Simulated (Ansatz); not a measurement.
Basis-set extrapolation for CH$_{8}$F$_{2}$N$_{2}$Si$_{2}$, SMILES `N[SiH2]C[Si](N)(F)F` (PBE0-D4/def2-TZVP geometry, frozen core, Ansatz). Multiplicity 1, RHF reference.

```
                      def2-TZVPP   def2-QZVPP
                 HF  -928.592079  -928.627739
    MP2 correlation    -1.341945    -1.452281
CCSD(T) correlation    -1.434676      not run
```

Energies in hartree. Use E(X) = E(∞) + A·exp(−7.88·√X) for Hartree–Fock and E(X) = E(∞) + B·X^(−2.97) for correlation, with X = 3 and 4, and add CCSD(T) minus MP2 of the smaller set to the MP2 limit.

Q: What is the CCSD(T) energy at the basis-set limit?

A: HF limit: -928.627739 + (-0.035660) × 0.13774 = -928.63265. MP2 limit: -1.452281 + (-0.110336) × 0.74074 = -1.53401. Higher-order term: -1.434676 − (-1.341945) = -0.09273. Total: -930.25939 hartree, 610.8 kJ/mol below CCSD(T)/def2-TZVPP.
